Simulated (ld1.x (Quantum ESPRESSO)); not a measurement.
# zirconium, PAW: configuration errors across variants

* Element: zirconium
* Generator: ld1.x (Quantum ESPRESSO) 7.5
* Type: PAW
* Functional: PBEsol
* Relativity: scalar-relativistic
* Frozen core: [Kr]
* Valence charge: 4
* Reference configuration: 4d2 5s2 5p0
* Partial waves: 5s (bound): rcut 2.70, rcutus 3.65 bohr; 5s channel at 1.1 Ry: rcut 2.70, rcutus 3.65 bohr; 5p (bound, empty): rcut 1.55, rcutus 1.70 bohr; 5p channel at 1.85 Ry: rcut 1.55, rcutus 1.70 bohr; 4d (bound): rcut 2.20, rcutus 2.80 bohr; 4d channel at 5.05 Ry: rcut 2.20, rcutus 2.80 bohr
* Local potential: all-electron potential smoothed inside 2.00 bohr (lloc = -1)
* Core correction: Bessel-smoothed model core inside 1.60 bohr
* Augmentation charge: PSQ, inside the norm-conserving radii

All-electron excitation energies from the reference (eV): (1) 4d2 5s1 5p0 7.171; (2) 4d2 5s0 5p0 20.080; (3) 4d1 5s0 5p0 42.665.

The overlap operator is not positive definite (basis up to 400 Ry) in “base”, “all radii but the core radius scaled by about 0.92 (s 3.34, p 1.56, d 2.56 bohr, rcut 2.48/1.42/2.02); local potential all-electron potential smoothed inside 1.82 bohr (lloc = -1)”, “all radii but the core radius scaled by about 1.03 (s 3.76, p 1.76, d 2.88 bohr, rcut 2.78/1.60/2.26); local potential all-electron potential smoothed inside 2.06 bohr (lloc = -1)”. Such files are unfit for use, however small their errors in these radial tests.

Tests that are not counted but printed errors over 1 eV. “base”: 4d1 5s2 5p1 (solver errors, printed error -2.4 eV). “all radii but the core radius scaled by about 1.03 (s 3.76, p 1.76, d 2.88 bohr, rcut 2.78/1.60/2.26); local potential all-electron potential smoothed inside 2.06 bohr (lloc = -1)”: 4d1 5s2 5p1 (solver errors, printed error -2.4 eV).

6 further variants failed, have other tests or too few solved ones, and are left out.

A true bound ghost makes a file unfit for plane-wave use even where its test errors are small: the radial tests pick states by their node count and pass the ghost by. Where a test does run into it, the solver fails or the error is huge.

Errors AE − PS in meV (a dash: test not solved or not reliable):

```csv
change,(1),(2),(3),bound ghosts
base,-3.7,-27,-391,"s (p not tested, overlap not positive)"
"all radii but the core radius scaled by about 0.92 (s 3.34, p 1.56, d 2.56 bohr, rcut 2.48/1.42/2.02); local potential all-electron potential smoothed inside 1.82 bohr (lloc = -1)",–,–,–,"s (p not tested, overlap not positive)"
"all radii but the core radius scaled by about 1.03 (s 3.76, p 1.76, d 2.88 bohr, rcut 2.78/1.60/2.26); local potential all-electron potential smoothed inside 2.06 bohr (lloc = -1)",-4.6,-29,-398,"s (p not tested, overlap not positive)"
```

(1) Give the same row for: all radii but the core radius scaled by about 1.12 (s 4.08, p 1.90, d 3.14 bohr, rcut 3.02/1.74/2.46); local potential all-electron potential smoothed inside 2.24 bohr (lloc = -1).

## Answers

(1) -12, -48, -455; bound ghosts: p, s.
